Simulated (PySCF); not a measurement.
Input file for PySCF: R-B3LYP/LANL2DZ on CHClO2 (a complex), monomers drawn apart or pushed together.

```python
from pyscf import gto, scf, dft, mp
from pyscf.data.elements import chemcore

mol = gto.M(
    atom='''
    Cl   -0.86779556    1.14722375    0.28731765
    H    -0.15375625    0.37126615    1.02104946
    O     0.83105851   -0.80573298    3.00404548
    C     0.66613257   -0.77158153    4.15385983
    O     0.50529080   -0.74088295    5.29888154
    ''',
    basis='lanl2dz',
    ecp={'Cl': 'lanl2dz'},
    charge=0, spin=0, verbose=3, max_memory=1800)
mf = dft.RKS(mol, xc='b3lyp')
mf.conv_tol = 1e-8
mf.max_cycle = 100
mf.kernel()
if not mf.converged:
    mf = mf.newton().run(mf.mo_coeff, mf.mo_occ)
```

The log:

```
converged SCF energy = -204.077971970493
```

The calculation finished and met its thresholds.

Cost: roughly 1.5 core-seconds.
